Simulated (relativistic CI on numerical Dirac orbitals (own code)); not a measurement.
# Sensitivity of the levels of Yb45+ to α and to the nuclear radius

Calculated at this level of theory: Dirac-Coulomb-Breit CI, KLI orbitals optimised for each configuration, derivatives by finite differences, unscaled Slater integrals, QED left out (own radial code, finite nucleus).

Configurations in the expansion (outside the closed core [Ne]): 3s²3p⁶3d⁷, 3s²3p⁵3d⁸, 3s²3p⁴3d⁹, 3s3p⁶3d⁸, 3p⁶3d⁹, 3s3p⁵3d⁹, 3s²3p⁶3d⁶4s, 3s²3p⁶3d⁶4p. Levels of other configurations are missing.

With x = (α/α₀)² − 1 an excitation energy changes as ω = ω₀ + qx; K = 2q/ω₀ is the relative enhancement. Terms are leading LS components, so labels can repeat. The field-shift factor is F = δν/δ⟨r²⟩ for the transition from the lowest level.

Lowest level 3s²3p⁶3d⁷ ⁴F9/2.

```tsv
Level	ω₀ (cm⁻¹)	q (cm⁻¹)	K	F (GHz/fm²)
3s²3p⁶3d⁷ ²P3/2	93933	6376	0.136	-0.304
3s²3p⁶3d⁷ ²D5/2	143508	24410	0.34	0.744
3s²3p⁶3d⁷ ⁴F7/2	397113	429500	2.16	8.71
3s²3p⁶3d⁷ ²H9/2	452736	414400	1.83	8.72
3s²3p⁶3d⁷ ⁴P3/2	470938	436000	1.85	8.96
3s²3p⁶3d⁷ ⁴P5/2	487347	440200	1.81	9.18
3s²3p⁶3d⁷ ⁴P1/2	498534	429300	1.72	8.39
3s²3p⁶3d⁷ ²H11/2	516667	414000	1.6	9.17
3s²3p⁶3d⁷ ²F7/2	563601	436800	1.55	9.27
3s²3p⁶3d⁷ ²F5/2	603850	415900	1.38	9.08
3s²3p⁶3d⁷ ²D3/2	734670	443400	1.21	10.2
3s²3p⁶3d⁷ ⁴F5/2	852017	846400	1.99	17.2
3s²3p⁶3d⁷ ⁴P3/2	881664	851700	1.93	17.1
3s²3p⁶3d⁷ ²H9/2	920120	843600	1.83	17.8
3s²3p⁶3d⁷ ²P1/2	922571	857300	1.86	17
3s²3p⁶3d⁷ ²F7/2	946015	831300	1.76	17.2
3s²3p⁶3d⁷ ²D5/2	1130169	849300	1.5	18.3
3s²3p⁶3d⁷ ²D3/2	1350027	1.274e+06	1.89	25.8
3s²3p⁵3d⁸ ⁴G°11/2	2952965	539300	0.365	26.3
3s²3p⁵3d⁸ ²D°5/2	3045472	542000	0.356	24.4
3s²3p⁵3d⁸ ²F°7/2	3052209	545800	0.358	24
3s²3p⁵3d⁸ ⁴F°9/2	3110064	538900	0.347	26.4
3s²3p⁵3d⁸ ²P°1/2	3194846	557800	0.349	26.8
```

At this charge energies of transitions that change n are usually good to better than 1 %, and those within a shell (Δn = 0) to a few per cent.
